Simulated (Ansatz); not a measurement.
SrF, multiplicity 2 (the spin of the measured ground state), most abundant isotopes (18.9984 and 87.9056 u). Constants from fifth-degree fits in 1/R to seven points on the lowest solution found; no spin–orbit coupling, no relativity up to Kr; ω_e x_e and α_e move by some per cent with the fit.

Correlated levels freeze the inner cores; with def2 sets outer-core shells near the valence are correlated too.

The values were computed with Ansatz (a first-principles code). Each number belongs to the level named beside it. In def2 rows elements past Kr take small-core potentials, without spin–orbit coupling.

Total energies (hartree; each atom in its lowest state at that level) and vibrational constants (cm⁻¹):

```json
[
 {"level": "PBE/def2-TZVPP", "E(SrF) at r_e": "-130.564441", "E(F)": "-99.669123", "E(Sr)": "-30.684079", "ω_e": "493", "ω_e x_e": "2.2"},
 {"level": "B3LYP/def2-TZVPP", "E(SrF) at r_e": "-130.672873", "E(F)": "-99.770147", "E(Sr)": "-30.703688", "ω_e": "492", "ω_e x_e": "2.2"},
 {"level": "wB97M-V/def2-TZVPP", "E(SrF) at r_e": "-130.563961", "E(F)": "-99.745271", "E(Sr)": "-30.623854", "ω_e": "492", "ω_e x_e": "2.1"},
 {"level": "CCSD(T)/def2-QZVPP", "E(SrF) at r_e": "-130.458317", "E(F)": "-99.651180", "E(Sr)": "-30.609563", "ω_e": "495", "ω_e x_e": "2.1"}
]
```

**Question.** Work out D_e and D₀ in eV.

**Answer.** 
D_e = E(F) + E(Sr) − E(molecule), times 27.2114 eV; D₀ = D_e − (ω_e/2 − ω_e x_e/4)/8065.54.
- PBE/def2-TZVPP: D_e = 5.748, zero point 0.030, D₀ = 5.718 eV
- B3LYP/def2-TZVPP: D_e = 5.416, zero point 0.030, D₀ = 5.386 eV
- wB97M-V/def2-TZVPP: D_e = 5.302, zero point 0.030, D₀ = 5.271 eV
- CCSD(T)/def2-QZVPP: D_e = 5.376, zero point 0.031, D₀ = 5.346 eV
No counterpoise correction is made.
